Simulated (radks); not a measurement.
Valence configurations of Tl I. Calculated with a radial shooting solver on a logarithmic mesh with Libxc functionals: scalar-relativistic Kohn-Sham, PBE, spin-polarised, spherical densities, finite nucleus; open shells are filled with parallel spins first (spin-orbit coupling, left out, can overturn this in heavy ions); Fermi nuclear charge, rms radius 5.4759 fm. Energies are relative to [Hg] 6p1; eigenvalues in eV for spin up.

[Hg] 6p1: E (eV) 0.000; moment (Bohr magnetons) 1; e(4f) -113.99; e(5d) -15.485; e(6p) -2.615; e(6s) -9.732
[Xe] 4f14 5d10 6s1.5 6p1.5: E (eV) 3.224; moment (Bohr magnetons) 2; e(4f) -114.87; e(5d) -16.407; e(6p) -3.188; e(6s) -10.567
[Xe] 4f14 5d10 6s1 6p2: E (eV) 6.265; moment (Bohr magnetons) 3; e(4f) -115.66; e(5d) -17.237; e(6p) -3.686; e(6s) -11.311
[Xe] 4f14 5d9 6s2 6p2: E (eV) 13.998; moment (Bohr magnetons) 3; e(4f) -119.65; e(5d) -20.048; e(6p) -3.945; e(6s) -12.121
[Xe] 4f14 5d8 6s2 6p3: E (eV) 30.355; moment (Bohr magnetons) 5; e(4f) -125.28; e(5d) -24.463; e(6p) -5.139; e(6s) -14.280
[Xe] 4f14 5d7 6s2 6p4: E (eV) 51.066; moment (Bohr magnetons) 5; e(4f) -131.30; e(5d) -29.067; e(6p) -6.057; e(6s) -16.185
[Xe] 4f13.5 5d10 6s2 6p1.5: E (eV) 57.725; moment (Bohr magnetons) 2; e(4f) -123.42; e(5d) -18.382; e(6p) -3.293; e(6s) -10.976
[Xe] 4f13 5d10 6s2 6p2: E (eV) 119.54; moment (Bohr magnetons) 3; e(4f) -133.02; e(5d) -21.312; e(6p) -3.938; e(6s) -12.173
[Xe] 4f13 5d9 6s2 6p3: E (eV) 137.84; moment (Bohr magnetons) 5; e(4f) -138.83; e(5d) -25.884; e(6p) -5.153; e(6s) -14.381
[Xe] 4f12 5d10 6s1.5 6p3.5: E (eV) 260.55; moment (Bohr magnetons) 5; e(4f) -153.61; e(5d) -28.168; e(6p) -5.516; e(6s) -15.055

NIST lists [Hg] 6p1 as the ground configuration; this level of theory agrees among the configurations tried. The energies are those of spherical high-spin densities, not of single terms.
